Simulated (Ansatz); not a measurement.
`FCC(F)(F)OCC(F)(F)F`, 15 atoms. Total charge 0; spin multiplicity 1. Hardware: A = 4 threads of an AMD EPYC 7R13 on a shared host; B = 4 threads of an AMD EPYC 7R13 on a shared host and a share of an NVIDIA H100 80 GB. Correlated methods freeze the cores.

**Question.** Give the basis size and wall time and peak host memory of each of these runs in Ansatz. RKS ωB97M-V/def2-SVP energy [A]; RKS PBE0-D4/def2-TZVP relaxation (40 steps) [B]; RKS PBE0-D4/def2-SVP energy [A]; RKS r2SCAN0-D4/def2-TZVPP energy [B]; direct RPA on PBE orbitals/def2-TZVPP energy [B]; RHF-CCSD(T)/def2-TZVPP energy [B]; RKS ωB97M-V/def2-QZVPP energy [B]; RKS PBE0-D4/def2-TZVP frequencies [B]; RHF-CCSD(T)/def2-SVP energy [B]; RKS PBE0-D4/def2-QZVPP energy [B]; RKS BHLYP-D4/def2-TZVPP energy [B]; RKS PBE-D4/def2-TZVPP energy and forces [B]. (Estimate.)

**Answer.** The calculation gave: Other jobs shared the machine, so times are rough.

```csv
level,job,functions,wall time,peak host memory (GiB)
RKS PBE0-D4/def2-SVP,energy [A],174,2.6 s,0.78
RKS PBE-D4/def2-TZVPP,energy and forces [B],397,5 s,0.9
RHF-CCSD(T)/def2-SVP,energy [B],174,5.5 s,0.81
RKS r2SCAN0-D4/def2-TZVPP,energy [B],397,6.5 s,0.93
RKS BHLYP-D4/def2-TZVPP,energy [B],397,7 s,0.91
RKS ωB97M-V/def2-SVP,energy [A],174,7 s,0.86
direct RPA on PBE orbitals/def2-TZVPP,energy [B],397,7.5 s,1.9
RKS PBE0-D4/def2-QZVPP,energy [B],747,9.5 s,1.3
RKS ωB97M-V/def2-QZVPP,energy [B],747,12 s,1.4
RHF-CCSD(T)/def2-TZVPP,energy [B],397,44 s,0.9
RKS PBE0-D4/def2-TZVP,relaxation (40 steps) [B],365,88 s,1
RKS PBE0-D4/def2-TZVP,frequencies [B],365,3.7 min,1
```
